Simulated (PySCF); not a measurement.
Vertical excitations of a molecule C₄H₇F from TDA-ωB97X/def2-SVPD (PySCF 2.14.0), as energy in eV (oscillator strength): 7.36 (0.039), 7.98 (0.584), 8.32 (0.026), 8.81 (0.002), 8.94 (0.003), 9.23 (0.008), 9.26 (0.022), 9.41 (0.020), 9.74 (0.048), 9.90 (0.036). Lowest triplet (TDA): 4.49 eV. Geometry optimised at B3LYP-D3(BJ)/def2-SVP. One conformer was computed; it need not be the lowest.

### Question
Identify the compound among the candidates.
A) FC1CCC1
B) C/C=C(\C)F
C) CC/C=C\F
D) C=C(F)CC

### Answer
C, CC/C=C\F
